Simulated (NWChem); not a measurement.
The numbers come from NWChem runs, not from measurements. System: CH₃N₂S, charge 0, spin multiplicity 2, at a geometry optimised with UPBE0/def2-SVP. The structure started from a generated list of species. Its SCF solution wasn't tested for a lower state. Level: UTPSS/def2-TZVP.

Job file:

```
start mol
memory heap 200 mb stack 900 mb global 1100 mb
geometry units angstroms nocenter noautoz noautosym
  N      0.921578    -1.010693     0.762615
  C     -0.068140    -0.312165     0.281311
  N     -1.345799    -0.709346     0.454854
  S      0.322885     1.019404    -0.736804
  H      1.779396    -0.457945     0.815795
  H     -1.502376    -1.598189     0.914284
  H     -2.064790    -0.341072    -0.151357
end
basis spherical
  * library def2-tzvp
end
dft
  xc xtpss03 ctpss03
  odft
  mult 2
  semidirect memsize 60000000 filesize 0
  iterations 100
  grid fine
end
task dft energy
```

Part of the output:

```
             Northwest Computational Chemistry Package (NWChem) 7.3.0
             --------------------------------------------------------

                                NWChem Input Module
                                -------------------

 Scaling coordinates for geometry "geometry" by  1.889725989
 (inverse scale =  0.529177249)

                             Geometry "geometry" -> ""
                             -------------------------

 Output coordinates in angstroms (scale by  1.889725989 to convert to a.u.)

  No.       Tag          Charge          X              Y              Z
 ---- ---------------- ---------- -------------- -------------- --------------
    1 N                    7.0000     0.92157800    -1.01069300     0.76261500
    2 C                    6.0000    -0.06814000    -0.31216500     0.28131100
    3 N                    7.0000    -1.34579900    -0.70934600     0.45485400
    4 S                   16.0000     0.32288500     1.01940400    -0.73680400
    5 H                    1.0000     1.77939600    -0.45794500     0.81579500
    6 H                    1.0000    -1.50237600    -1.59818900     0.91428400
    7 H                    1.0000    -2.06479000    -0.34107200    -0.15135700

 Effective nuclear repulsion energy (a.u.)     147.9805964662

            Nuclear Dipole moment (a.u.)
            ----------------------------
        X                 Y               Z
 ---------------- ---------------- ----------------
     0.0000056692    -0.0000094486     0.0000132281


 Summary of "ao basis" -> "" (spherical)
 ------------------------------------------------------------------------------
       Tag                 Description            Shells   Functions and Types
 ---------------- ------------------------------  ------  ---------------------
 *                         def2-tzvp                  on all atoms

                                 NWChem DFT Module
                                 -----------------

 Summary of "ao basis" -> "ao basis" (spherical)
 ------------------------------------------------------------------------------
       Tag                 Description            Shells   Functions and Types
 ---------------- ------------------------------  ------  ---------------------
 N                         def2-tzvp                11       31   5s3p2d1f
 C                         def2-tzvp                11       31   5s3p2d1f
 S                         def2-tzvp                13       37   5s5p2d1f
 H                         def2-tzvp                 4        6   3s1p

 Summary of "ao basis" -> "ao basis" (spherical)
 ------------------------------------------------------------------------------
       Tag                 Description            Shells   Functions and Types
 ---------------- ------------------------------  ------  ---------------------
 N                         def2-tzvp                11       31   5s3p2d1f
 C                         def2-tzvp                11       31   5s3p2d1f
 S                         def2-tzvp                13       37   5s5p2d1f
 H                         def2-tzvp                 4        6   3s1p

            General Information
            -------------------
          SCF calculation type: DFT
          Wavefunction type:  spin polarized.
          No. of atoms     :     7
          No. of electrons :    39
           Alpha electrons :    20
            Beta electrons :    19
          Charge           :     0
          Spin multiplicity:     2
          Use of symmetry is: off; symmetry adaption is: off
          Maximum number of iterations: 100
          AO basis - number of functions:   148
                     number of shells:    58
          Convergence on energy requested:  1.00D-06
          Convergence on density requested:  1.00D-05
          Convergence on gradient requested:  5.00D-04

              XC Information
              --------------
                  TPSS metaGGA Exchange Functional  1.000
             TPSS03 metaGGA Correlation Functional  1.000

             Grid Information
             ----------------
          Grid used for XC integration:  fine
          Radial quadrature: Mura-Knowles
          Angular quadrature: Lebedev.
          Tag              B.-S. Rad. Rad. Pts. Rad. Cut. Ang. Pts.
          ---              ---------- --------- --------- ---------
          N                   0.65       70          10.0       590
          C                   0.70       70           8.0       590
          S                   1.00      123          11.0       770
          H                   0.35       60          11.0       590
          Grid pruning is: on
          Number of quadrature shells:   513
          Spatial weights used:  Erf1

          Convergence Information
          -----------------------
          Convergence aids based upon iterative change in
          total energy or number of iterations.
          Levelshifting, if invoked, occurs when the
          HOMO/LUMO gap drops below (HL_TOL):  1.00D-02
          DIIS, if invoked, will attempt to extrapolate
          using up to (NFOCK): 10 stored Fock matrices.

                    Damping( 0%)  Levelshifting(0.5)       DIIS
                  --------------- ------------------- ---------------
          dE  on:    start            ASAP                start
          dE off:    2 iters        100 iters           100 iters

      Screening Tolerance Information
      -------------------------------
          Density screening/tol_rho:  1.00D-10
          AO Gaussian exp screening on grid/accAOfunc:  14
          CD Gaussian exp screening on grid/accCDfunc:  20
[...]
    76     -0.267323  3 N  pz                41      0.262293  2 C  py
    38      0.245853  2 C  py                13     -0.205350  1 N  py

 Vector   22  Occ=0.000000D+00  E= 9.127777D-03
              MO Center= -1.2D+00, -4.2D-01,  7.2D-02, r^2= 6.3D+00
   Bfn.  Coefficient  Atom+Function         Bfn.  Coefficient  Atom+Function
  ----- ------------  ---------------      ----- ------------  ---------------
    67      1.459681  3 N  s                145     -1.332123  7 H  s
     5      0.840146  1 N  s                139     -0.727936  6 H  s
   133     -0.670435  5 H  s                 36     -0.474725  2 C  s
    74     -0.281921  3 N  px                76     -0.199798  3 N  pz
    65      0.198114  3 N  s                 13      0.170288  1 N  py

 Vector   23  Occ=0.000000D+00  E= 2.413464D-02
              MO Center= -4.0D-01, -2.2D-01,  5.0D-02, r^2= 6.3D+00
   Bfn.  Coefficient  Atom+Function         Bfn.  Coefficient  Atom+Function
  ----- ------------  ---------------      ----- ------------  ---------------
   139      1.222379  6 H  s                 36      1.016354  2 C  s
    67     -1.002775  3 N  s                 35      0.695802  2 C  s
    98     -0.685151  4 S  s                112      0.605950  4 S  py
   133     -0.382441  5 H  s                 75      0.378140  3 N  py
   113     -0.370073  4 S  pz                12      0.236088  1 N  px

                     DFT Final Beta Molecular Orbital Analysis
                     -----------------------------------------

 Vector   17  Occ=1.000000D+00  E=-2.603549D-01
              MO Center=  4.5D-01, -5.2D-01,  3.5D-01, r^2= 2.9D+00
   Bfn.  Coefficient  Atom+Function         Bfn.  Coefficient  Atom+Function
  ----- ------------  ---------------      ----- ------------  ---------------
     7      0.282813  1 N  py               108      0.239734  4 S  px
    10      0.228085  1 N  py                 4     -0.194120  1 N  s
    13      0.172751  1 N  py               111      0.161267  4 S  px
     5     -0.144284  1 N  s                 70     -0.133418  3 N  pz
    67      0.127336  3 N  s                132      0.124261  5 H  s

 Vector   18  Occ=1.000000D+00  E=-2.376002D-01
              MO Center= -3.1D-01, -3.1D-01,  2.6D-01, r^2= 2.9D+00
   Bfn.  Coefficient  Atom+Function         Bfn.  Coefficient  Atom+Function
  ----- ------------  ---------------      ----- ------------  ---------------
    70      0.239566  3 N  pz                73      0.208147  3 N  pz
    76      0.208553  3 N  pz                 8     -0.203449  1 N  pz
    69      0.195024  3 N  py               110     -0.181512  4 S  pz
    11     -0.175958  1 N  pz                72      0.165418  3 N  py
    14     -0.148645  1 N  pz               108      0.148512  4 S  px

 Vector   19  Occ=1.000000D+00  E=-2.124692D-01
              MO Center=  4.3D-01,  5.1D-01, -4.2D-01, r^2= 2.6D+00
   Bfn.  Coefficient  Atom+Function         Bfn.  Coefficient  Atom+Function
  ----- ------------  ---------------      ----- ------------  ---------------
   110      0.358306  4 S  pz               113      0.267848  4 S  pz
   108      0.238999  4 S  px               111      0.184193  4 S  px
   109      0.178214  4 S  py                 7     -0.175306  1 N  py
   107      0.164679  4 S  pz                10     -0.144315  1 N  py
   101     -0.135179  4 S  pz               112      0.128111  4 S  py

 Vector   20  Occ=0.000000D+00  E=-1.796603D-01
              MO Center=  4.5D-01,  3.3D-01, -1.5D-01, r^2= 3.0D+00
   Bfn.  Coefficient  Atom+Function         Bfn.  Coefficient  Atom+Function
  ----- ------------  ---------------      ----- ------------  ---------------
   108      0.339583  4 S  px               111      0.270111  4 S  px
   109     -0.263337  4 S  py                 8      0.240513  1 N  pz
   112     -0.219917  4 S  py                11      0.205689  1 N  pz
    14      0.194464  1 N  pz               105      0.158514  4 S  px
    99     -0.129734  4 S  px               106     -0.122718  4 S  py

 Vector   21  Occ=0.000000D+00  E=-2.307693D-02
              MO Center=  1.0D-01, -2.8D-01,  2.5D-01, r^2= 2.7D+00
   Bfn.  Coefficient  Atom+Function         Bfn.  Coefficient  Atom+Function
  ----- ------------  ---------------      ----- ------------  ---------------
    45      0.352378  2 C  pz               113     -0.334086  4 S  pz
    42      0.321463  2 C  pz                44      0.315094  2 C  py
    14     -0.306954  1 N  pz                39      0.288955  2 C  pz
    41      0.266763  2 C  py                76     -0.259892  3 N  pz
    38      0.243299  2 C  py                 8     -0.205503  1 N  pz

 Vector   22  Occ=0.000000D+00  E= 1.105795D-02
              MO Center= -1.4D+00, -6.3D-01,  1.7D-01, r^2= 6.0D+00
   Bfn.  Coefficient  Atom+Function         Bfn.  Coefficient  Atom+Function
  ----- ------------  ---------------      ----- ------------  ---------------
    67      1.597882  3 N  s                145     -1.343659  7 H  s
     5      0.885103  1 N  s                139     -0.882827  6 H  s
    36     -0.625647  2 C  s                133     -0.596389  5 H  s
    74     -0.257831  3 N  px                98      0.257560  4 S  s
    65      0.213627  3 N  s                 76     -0.176838  3 N  pz

   alpha - beta orbital overlaps
   -----------------------------

   alpha      1      2      3      4      5      6      7      8      9     10
    beta      1      2      3      4      5      7      6      8      9     10
 overlap   1.000  1.000  1.000  1.000  1.000  0.798  0.801  0.996  0.998  0.997

   alpha     11     12     13     14     15     16     17     18     19     20
    beta     11     12     13     14     15     16     17     18     20     19
 overlap   0.997  0.998  0.998  0.997  0.944  0.943  0.883  0.856  0.968  0.989

   alpha     21     22     23     24     25     26     27     28     29     30
    beta     21     22     23     24     25     26     27     28     29     30
 overlap   0.997  0.988  0.985  0.989  0.986  0.999  0.992  0.989  0.990  0.987

   alpha     31     32     33     34     35     36     37     38     39     40
    beta     32     31     33     34     35     36     37     38     39     40
 overlap   0.880  0.934  0.793  0.857  0.913  0.968  0.920  0.937  0.982  0.982

   alpha     41     42     43     44     45     46     47     48     49     50
    beta     41     42     43     44     45     46     47     48     49     50
 overlap   0.975  0.972  0.975  0.997  0.997  0.996  0.996  0.990  0.836  0.829

   alpha     51     52     53     54     55     56     57     58     59     60
    beta     51     52     53     54     55     56     57     58     59     60
 overlap   0.998  0.996  0.997  0.999  0.996  0.995  0.998  0.999  1.000  0.999

   alpha     61     62     63     64     65     66     67     68     69     70
    beta     61     63     62     64     65     66     67     68     69     70
 overlap   0.997  0.730  0.740  0.986  0.980  0.868  0.876  0.952  0.953  0.970

   alpha     71     72     73     74     75     76     77     78     79     80
    beta     71     72     73     74     75     76     77     78     79     80
 overlap   0.992  0.990  0.987  0.981  0.983  0.949  0.968  0.993  0.995  0.963

   alpha     81     82     83     84     85     86     87     88     89     90
    beta     81     82     83     84     85     86     87     88     89     90
 overlap   0.963  0.879  0.878  0.997  0.992  0.991  0.997  0.996  0.998  0.994

   alpha     91     92     93     94     95     96     97     98     99    100
    beta     91     92     93     94     95     96     97     98     99    100
 overlap   0.995  0.995  0.994  0.992  0.996  0.998  0.999  0.999  0.999  1.000

   alpha    101    102    103    104    105    106    107    108    109    110
    beta    101    102    103    104    105    106    107    108    109    110
 overlap   0.999  0.999  1.000  1.000  0.999  0.992  0.992  0.999  1.000  1.000

   alpha    111    112    113    114    115    116    117    118    119    120
    beta    111    112    113    114    115    116    117    118    119    120
 overlap   1.000  0.998  0.999  0.999  0.999  0.999  1.000  0.999  0.997  0.998

   alpha    121    122    123    124    125    126    127    128    129    130
    beta    121    122    123    124    125    126    127    128    129    130
 overlap   0.998  0.998  0.980  0.986  0.988  0.990  0.978  0.980  0.994  0.989

   alpha    131    132    133    134    135    136    137    138    139    140
    beta    131    132    133    134    135    136    137    138    139    140
 overlap   0.988  0.998  0.998  0.983  0.983  0.999  0.999  0.999  1.000  0.999

   alpha    141    142    143    144    145    146    147    148
    beta    141    142    143    144    145    146    147    148
 overlap   0.999  0.993  0.993  1.000  1.000  1.000  1.000  1.000

     --------------------------
     Expectation value of S2:
     --------------------------
      <S2> =      0.7585 (Exact =     0.7500)

 center of mass
 --------------
 x =   0.04443191 y =   0.05907618 z =  -0.03885285

 moments of inertia (a.u.)
 ------------------
         319.346282693440         -47.698900449760          21.914895467732
         -47.698900449760         290.031806761077         150.442382739557
          21.914895467732         150.442382739557         389.027313729338

     Multipole analysis of the density
     ---------------------------------

     L   x y z        total         alpha         beta         nuclear
     -   - - -        -----         -----         ----         -------
     0   0 0 0      0.000000    -20.000000    -19.000000     39.000000

     1   1 0 0     -0.815775     -0.900130      0.084349      0.000006
     1   0 1 0     -0.238567     -0.416488      0.177931     -0.000009
     1   0 0 1      0.179147      0.218126     -0.038992      0.000013

     2   2 0 0    -18.474314    -64.162382    -61.465439    107.153506
     2   1 1 0      2.324249    -12.191545    -13.506062     28.021856
     2   1 0 1      0.273381      5.063600      5.552455    -10.342674
     2   0 2 0    -24.188928    -69.726558    -64.324702    109.862332
     2   0 1 1     -0.131781     40.816568     37.549364    -78.497713
     2   0 0 2    -24.286452    -42.825839    -39.328138     57.867525

 Task  times  cpu:       70.1s     wall:       70.1s

 Total times  cpu:       70.2s     wall:       70.2s
```
